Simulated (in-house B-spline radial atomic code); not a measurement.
Orbital energies and mean radii along the 64-electron series, configuration 1s2 2s2 2p6 3s2 3p6 3d10 4s2 4p6 4d10 4f5/2(6) 4f7/2(7) 5s2 5p1/2(2) 5p3/2(1). The effective charge is n√(-2ε), a non-relativistic measure. Computed with a B-spline radial code for spherical atoms: Dirac-Hartree-Fock, jj configuration that fills j = l - 1/2 first, finite nuclei.

```json
{"ion": "Lu7+", "Z": "71", "energy of 5p3/2 (Eh)": "-4.7539", "mean radius of 5p3/2 (bohr)": "1.2781", "energy of 4d3/2 (Eh)": "-12.29", "mean radius of 4d3/2 (bohr)": "0.53983", "effective charge of 5p3/2": "15.417"}
{"ion": "Hf8+", "Z": "72", "energy of 5p3/2 (Eh)": "-5.5671", "mean radius of 5p3/2 (bohr)": "1.2241", "energy of 4d3/2 (Eh)": "-13.672", "mean radius of 4d3/2 (bohr)": "0.52645", "effective charge of 5p3/2": "16.684"}
{"ion": "Ta9+", "Z": "73", "energy of 5p3/2 (Eh)": "-6.4297", "mean radius of 5p3/2 (bohr)": "1.1749", "energy of 4d3/2 (Eh)": "-15.136", "mean radius of 4d3/2 (bohr)": "0.51354", "effective charge of 5p3/2": "17.93"}
```
